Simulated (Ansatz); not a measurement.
One change: `[Cl][Ge]([Cl])([Cl])[Cl]` becomes `[Cl][Sn]([Cl])([Cl])[Cl]`.

Ansatz, PBE0-D4/def2-TZVP geometries, multiplicity 1. 

Elements past krypton have def2 core potentials. Scalar relativity is left out up to krypton.

```json
{"property": "HOMO energy (PBE/def2-TZVPP) / eV", "`[Cl][Ge]([Cl])([Cl])[Cl]`": "-8.20"}
{"property": "HOMO–LUMO gap (ωB97M-V/def2-TZVPP) / eV", "`[Cl][Ge]([Cl])([Cl])[Cl]`": "11.79"}
{"property": "LUMO energy (PBE/def2-TZVPP) / eV", "`[Cl][Ge]([Cl])([Cl])[Cl]`": "-3.20"}
{"property": "HOMO–LUMO gap (B3LYP/def2-TZVPP) / eV", "`[Cl][Ge]([Cl])([Cl])[Cl]`": "6.81"}
{"property": "size of the dipole moment (ωB97M-V/def2-TZVPP) / D", "`[Cl][Ge]([Cl])([Cl])[Cl]`": "0.00"}
{"property": "LUMO energy (B3LYP/def2-TZVPP) / eV", "`[Cl][Ge]([Cl])([Cl])[Cl]`": "-2.54"}
```

Question: What does the change do to each property? (An estimate is asked.)

Answer: Computed: 
```tsv
property	`[Cl][Sn]([Cl])([Cl])[Cl]`	shift
HOMO energy (PBE/def2-TZVPP) / eV	-8.31	-0.11
HOMO–LUMO gap (ωB97M-V/def2-TZVPP) / eV	10.93	-0.86
LUMO energy (PBE/def2-TZVPP) / eV	-4.07	-0.87
HOMO–LUMO gap (B3LYP/def2-TZVPP) / eV	5.99	-0.82
size of the dipole moment (ωB97M-V/def2-TZVPP) / D	0.00	0.00
LUMO energy (B3LYP/def2-TZVPP) / eV	-3.47	-0.93
```

With PBE0 the HOMO falls by 0.11 eV and the LUMO falls by 0.96 eV, so the gap narrows by about 0.85 eV. PBE moves the HOMO by -0.11 eV and ωB97M-V by -0.13 eV.

B3LYP here is the variant with VWN-RPA as its local correlation; programs differ in this.
